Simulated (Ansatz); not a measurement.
Steps of a relaxation of C5H9B, SMILES `CBCC#CC` with RKS PBE0-D4/def2-TZVP.

```sh
$ ansatz run in.yaml --threads 4 --pin off --events-out ev --progress --plain --max-ram 10444MiB
```

```yaml
crystal:
  periodic: [false, false, false]
  atoms:
    - {symbol: C, position_ang: [0.560603, -0.993673, 1.783168]}
    - {symbol: B, position_ang: [1.242221, -0.482318, 0.460202]}
    - {symbol: C, position_ang: [1.008922, -1.204359, -0.939801]}
    - {symbol: C, position_ang: [-0.019857, -0.186457, -1.103557]}
    - {symbol: C, position_ang: [-0.797036, 0.762397, -0.979271]}
    - {symbol: C, position_ang: [-1.739592, 1.866291, -0.890725]}
    - {symbol: H, position_ang: [1.336752, -1.579244, 2.331151]}
    - {symbol: H, position_ang: [-0.302074, -1.671990, 1.623704]}
    - {symbol: H, position_ang: [0.261348, -0.178782, 2.473337]}
    - {symbol: H, position_ang: [2.027446, 0.451405, 0.479260]}
    - {symbol: H, position_ang: [1.814537, -1.119603, -1.693943]}
    - {symbol: H, position_ang: [0.591927, -2.230395, -0.908228]}
    - {symbol: H, position_ang: [-1.214718, 2.841773, -0.813415]}
    - {symbol: H, position_ang: [-2.392069, 1.907947, -1.789365]}
    - {symbol: H, position_ang: [-2.400009, 1.766106, -0.003115]}
basis:
  gaussian: {orbitals: def2-TZVP}
hamiltonian: {xc: pbe0, dispersion: d4}
relax: {f_tol: 0.005, max_steps: 150}
```

Positions (Å) and forces (eV/Å) along the path, 9 of 13 steps:

```xyz
15
step=1 energy=-6001.0575 eV
C     0.561   -0.994    1.783   -0.044   -0.104    0.270
B     1.242   -0.482    0.460    0.194    0.116    0.021
C     1.009   -1.204   -0.940    0.088   -0.124   -0.023
C    -0.020   -0.186   -1.104   -1.295    1.503    0.096
C    -0.797    0.762   -0.979    1.244   -1.488   -0.151
C    -1.740    1.866   -0.891   -0.282    0.314    0.015
H     1.337   -1.579    2.331   -0.351    0.250   -0.241
H    -0.302   -1.672    1.624    0.398    0.332    0.064
H     0.261   -0.179    2.473    0.126   -0.391   -0.345
H     2.027    0.451    0.479   -0.316   -0.362   -0.016
H     1.815   -1.120   -1.694   -0.437   -0.019    0.374
H     0.592   -2.230   -0.908    0.183    0.538   -0.023
H    -1.215    2.842   -0.813   -0.224   -0.518   -0.041
H    -2.392    1.908   -1.789    0.353   -0.057    0.444
H    -2.400    1.766   -0.003    0.365    0.009   -0.445
15
step=2 energy=-6001.1323 eV
C     0.560   -0.989    1.776   -0.009   -0.035    0.093
B     1.242   -0.478    0.462    0.071   -0.010   -0.013
C     1.000   -1.190   -0.932    0.045   -0.031    0.026
C    -0.027   -0.179   -1.101   -0.026   -0.008   -0.053
C    -0.789    0.752   -0.977   -0.015    0.021    0.010
C    -1.728    1.852   -0.887   -0.111    0.123    0.005
H     1.321   -1.575    2.321   -0.109    0.080   -0.078
H    -0.297   -1.653    1.611    0.115    0.090    0.011
H     0.262   -0.183    2.458    0.040   -0.105   -0.096
H     2.013    0.447    0.479   -0.089   -0.103   -0.003
H     1.791   -1.105   -1.683   -0.117   -0.007    0.109
H     0.584   -2.203   -0.904    0.059    0.149    0.001
H    -1.204    2.814   -0.816   -0.069   -0.154   -0.012
H    -2.376    1.888   -1.773    0.106   -0.015    0.134
H    -2.373    1.751   -0.004    0.108    0.005   -0.134
15
step=3 energy=-6001.1369 eV
C     0.562   -0.990    1.775    0.006   -0.001    0.000
B     1.246   -0.481    0.464    0.017   -0.017    0.006
C     0.999   -1.186   -0.927    0.003    0.019    0.037
C    -0.029   -0.177   -1.100   -0.030    0.011   -0.033
C    -0.792    0.754   -0.977    0.010   -0.010    0.001
C    -1.730    1.853   -0.888   -0.010    0.009   -0.003
H     1.316   -1.579    2.317    0.004   -0.005    0.004
H    -0.295   -1.646    1.605   -0.005   -0.004   -0.006
H     0.268   -0.187    2.454    0.001    0.008    0.002
H     2.013    0.439    0.481    0.004   -0.002    0.004
H     1.786   -1.102   -1.676    0.008    0.003   -0.009
H     0.585   -2.194   -0.899   -0.007   -0.011    0.000
H    -1.207    2.809   -0.821    0.008    0.006   -0.001
H    -2.376    1.884   -1.769   -0.005   -0.003   -0.009
H    -2.368    1.752   -0.008   -0.004   -0.004    0.009
15
step=5 energy=-6001.1375 eV
C     0.571   -0.997    1.779   -0.007    0.006    0.013
B     1.255   -0.487    0.471    0.013   -0.023   -0.001
C     0.997   -1.180   -0.922   -0.035    0.030   -0.011
C    -0.034   -0.171   -1.099    0.019   -0.011    0.003
C    -0.797    0.759   -0.981   -0.028    0.031    0.000
C    -1.739    1.858   -0.898    0.035   -0.044   -0.007
H     1.320   -1.594    2.320    0.002   -0.001   -0.001
H    -0.291   -1.646    1.605   -0.001   -0.002    0.002
H     0.282   -0.194    2.462    0.003   -0.003    0.001
H     2.029    0.428    0.490    0.007    0.016    0.010
H     1.782   -1.096   -1.672   -0.001   -0.005   -0.002
H     0.581   -2.189   -0.896    0.002   -0.001   -0.003
H    -1.216    2.816   -0.834   -0.002    0.003   -0.002
H    -2.384    1.884   -1.779   -0.004    0.002   -0.001
H    -2.377    1.760   -0.016   -0.002    0.002    0.000
15
step=8 energy=-6001.1387 eV
C     0.608   -1.041    1.808    0.007    0.004   -0.002
B     1.286   -0.519    0.503   -0.010    0.021    0.013
C     0.977   -1.151   -0.907    0.009   -0.027   -0.019
C    -0.044   -0.132   -1.081   -0.003    0.017    0.021
C    -0.817    0.792   -0.994    0.005   -0.011   -0.006
C    -1.769    1.883   -0.946   -0.005    0.009   -0.002
H     1.361   -1.648    2.333   -0.002   -0.003   -0.002
H    -0.261   -1.682    1.638    0.002    0.003    0.000
H     0.336   -0.244    2.504    0.001   -0.006   -0.003
H     2.074    0.385    0.539   -0.005   -0.009   -0.001
H     1.760   -1.070   -1.662   -0.006    0.002    0.002
H     0.548   -2.155   -0.902    0.001    0.009    0.000
H    -1.257    2.849   -0.917   -0.003   -0.009   -0.001
H    -2.418    1.874   -1.826    0.006   -0.002    0.006
H    -2.404    1.810   -0.060    0.004    0.001   -0.005
15
step=9 energy=-6001.1389 eV
C     0.609   -1.044    1.810    0.002    0.006    0.012
B     1.284   -0.517    0.505    0.000    0.003    0.009
C     0.977   -1.150   -0.906   -0.007   -0.008   -0.006
C    -0.044   -0.130   -1.077    0.008   -0.001    0.005
C    -0.818    0.793   -0.993   -0.008    0.004   -0.002
C    -1.770    1.884   -0.950   -0.004    0.006   -0.003
H     1.362   -1.659    2.326   -0.006    0.003   -0.007
H    -0.263   -1.679    1.640    0.001    0.003    0.000
H     0.346   -0.250    2.513    0.002   -0.013   -0.010
H     2.071    0.386    0.542    0.003    0.004   -0.002
H     1.759   -1.067   -1.662   -0.002   -0.001    0.003
H     0.548   -2.154   -0.901    0.003    0.003   -0.002
H    -1.259    2.850   -0.928   -0.004   -0.010    0.000
H    -2.420    1.868   -1.829    0.006    0.000    0.009
H    -2.404    1.816   -0.062    0.005    0.001   -0.007
15
step=10 energy=-6001.1389 eV
C     0.611   -1.046    1.811    0.002    0.007    0.018
B     1.285   -0.516    0.507   -0.005   -0.008   -0.002
C     0.977   -1.148   -0.904   -0.001    0.007   -0.001
C    -0.044   -0.128   -1.073    0.003   -0.004   -0.003
C    -0.818    0.795   -0.992   -0.003   -0.001   -0.001
C    -1.772    1.885   -0.953   -0.001    0.005   -0.001
H     1.362   -1.669    2.320   -0.006    0.003   -0.004
H    -0.265   -1.676    1.639    0.002    0.001   -0.002
H     0.353   -0.256    2.520    0.003   -0.010   -0.006
H     2.072    0.388    0.544    0.003    0.004    0.000
H     1.758   -1.065   -1.659    0.000   -0.001   -0.001
H     0.547   -2.152   -0.899    0.001    0.000    0.001
H    -1.261    2.852   -0.938   -0.003   -0.005    0.000
H    -2.424    1.863   -1.830    0.003    0.000    0.006
H    -2.403    1.822   -0.063    0.003    0.000   -0.003
15
step=11 energy=-6001.1389 eV
C     0.612   -1.047    1.813    0.003    0.003   -0.001
B     1.286   -0.515    0.509    0.001   -0.008    0.005
C     0.977   -1.147   -0.903   -0.004    0.007    0.006
C    -0.044   -0.127   -1.073    0.000   -0.003   -0.005
C    -0.819    0.796   -0.992    0.000   -0.002    0.000
C    -1.773    1.886   -0.955    0.000    0.001    0.001
H     1.360   -1.677    2.316   -0.004    0.002   -0.003
H    -0.267   -1.672    1.639    0.000    0.000    0.001
H     0.359   -0.260    2.527    0.002   -0.003   -0.004
H     2.073    0.388    0.546    0.001    0.005    0.001
H     1.758   -1.063   -1.659    0.002    0.000   -0.001
H     0.548   -2.150   -0.899   -0.002   -0.003   -0.001
H    -1.263    2.852   -0.946    0.000    0.000    0.000
H    -2.428    1.859   -1.830    0.000    0.000    0.001
H    -2.401    1.826   -0.063    0.000    0.000    0.000
15
step=13 energy=-6001.1390 eV
C     0.612   -1.048    1.813   -0.002   -0.003    0.000
B     1.286   -0.515    0.510    0.003    0.000   -0.002
C     0.978   -1.145   -0.902    0.001    0.002    0.001
C    -0.043   -0.126   -1.073   -0.002   -0.001   -0.001
C    -0.820    0.796   -0.994    0.001    0.001    0.001
C    -1.774    1.886   -0.956    0.001   -0.002    0.000
H     1.357   -1.684    2.313    0.001    0.000    0.000
H    -0.271   -1.668    1.638    0.000    0.001    0.000
H     0.365   -0.262    2.530   -0.001    0.002    0.002
H     2.074    0.388    0.548   -0.001   -0.001    0.000
H     1.760   -1.061   -1.657    0.001    0.000   -0.001
H     0.549   -2.149   -0.899    0.000   -0.001    0.000
H    -1.264    2.852   -0.955    0.001    0.002    0.000
H    -2.434    1.854   -1.826   -0.002    0.000   -0.002
H    -2.397    1.830   -0.060   -0.001    0.000    0.001
```

It took 40 s on 4 threads of an Intel Xeon Platinum 8488C on a shared host, with 0.72 GiB of host memory at the peak.
